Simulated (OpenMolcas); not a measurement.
# Ti2+: ligand-field states by method

Ti2+ with 6 ligands (bromide) in octahedral coordination (Oh) at 2.61 Å. A charge of +0.667 e stands 2.8 Å behind each ligand. Ligand basis ANO-RCC-VDZP.
```
Ti    0.0000    0.0000    0.0000
Br    2.6100    0.0000    0.0000
Br    0.0000    2.6100    0.0000
Br   -2.6100    0.0000    0.0000
Br    0.0000   -2.6100    0.0000
Br    0.0000    0.0000    2.6100
Br    0.0000    0.0000   -2.6100
```

```json
{
 "Program": "OpenMolcas",
 "Basis": "ANO-RCC-VDZP [5s4p2d1f]",
 "Scalar Hamiltonian": "DKH2, point nucleus",
 "Active space": "2 electrons in 5 orbitals (3d)",
 "State averaging": "2S+1 = 3 even, 10 roots; 2S+1 = 1 even, 15 roots",
 "Spin-orbit coupling": "RASSI with atomic mean-field integrals over the reference wave functions"
}
```

I. CASSCF
II. SS-CASPT2, IPEA 0.25 Eh, imaginary shift 0.1 Eh (closed shells correlated: 3s 3p and the ligand valence shells)

Spin-free states (labels of O, the rotations of Oh) in cm-1, each column counted from its own energy of the first state listed:

| State | Degeneracy | I | II |
| --- | --- | --- | --- |
| 3T1 | 3 | 0 | 0 |
| 3T2 | 3 | 6399 | 7310 |
| 1T2 | 3 | 11188 | 8310 |
| 1E | 2 | 11625 | 9120 |
| 3A2 | 1 | 13822 | 15370 |
| 3T1 | 3 | 17529 | 15470 |
| 1T2 | 3 | 19637 | 17300 |
| 1A1 | 1 | 20992 | 16820 |
| 1T1 | 3 | 21751 | 19720 |
| 1E | 2 | 26685 | 25090 |
| 1A1 | 1 | 44934 | 36830 |

From I to II, I's first state of the same spin (3T2) moves from 6399 to 7310 cm-1, by about +910 cm-1.

From I to II, I's first state of another spin (1T2) moves from 11188 to 8310 cm-1, by about -2900 cm-1.

I: A least-squares ligand-field fit to the states below 45000 cm-1, each weighted by its degeneracy and with a free common offset, gives 10Dq = 7345 cm-1, B = 801 cm-1 and C = 2876 cm-1 (C/B = 3.59), with an rms deviation of 93 cm-1. The same method and metal basis give the free ion B = 884 cm-1 (fit to its terms below 60000 cm-1, rms deviation 77 cm-1), so the nephelauxetic ratio is β = 801 / 884 = 0.91; it hangs on how both fits weigh the states, and computed free-ion B values tend to be too large, so β mixes covalency with correlation.

II: A least-squares ligand-field fit to the states below 45000 cm-1, each weighted by its degeneracy and with a free common offset, gives 10Dq = 8117 cm-1, B = 619 cm-1 and C = 2097 cm-1 (C/B = 3.39), with an rms deviation of 361 cm-1. The same method and metal basis give the free ion B = 805 cm-1 (fit to its terms below 60000 cm-1, rms deviation 737 cm-1), so the nephelauxetic ratio is β = 619 / 805 = 0.77; it hangs on how both fits weigh the states, and computed free-ion B values tend to be too large, so β mixes covalency with correlation.

From I to II, 10Dq changes by +11 %, B by -23 % and C by -27 %.

χT at 300 K: I 1.12, II 1.11 cm3 K/mol.

Roots that are degenerate in the reference are averaged as groups; the widest CASPT2 spread within a group is 57 cm-1 (the 2-fold group of multiplicity 1 near 9120 cm-1 above the lowest state of its run, II). Shifts and gaps below about the spread of the groups concerned are not significant. Over all roots computed the reference weight is 0.68 to 0.70 in II; a low but even weight reflects the number of correlated electrons. An orbital triplet at a regular site is open to Jahn-Teller coupling, which can distort the site and quench the lowest spin-orbit gaps and is left out. Ligand-to-metal charge-transfer states are missing. With no ligand orbital active B as a rule stays too high, so bands that hang on it stand too high and its fall with covalency is understated. Without dynamic correlation the repulsion within the d shell is too large (B by tens of per cent), so at a given field states of lower spin stand too high (holds for I). With metal d orbitals alone and no dynamic correlation the field as a rule comes out too small, by tens of per cent, by up to half for chloride and softer ligands (holds for I). With one d shell and no ligand orbital active, 10Dq can be off by tens of per cent for divalent 3d ions, low with halides held by bare charges and at times high in hosts (holds for II). The distance lies 6 % under the 2.77 Å that this model takes as the normal distance (a Shannon-type radius plus a fixed donor radius); by an R⁻⁵ law this alone changes a d-shell field by about +35 %. No measured value stands beside these numbers; the geometry is a model, was not optimised and need not be the one that this ion takes.
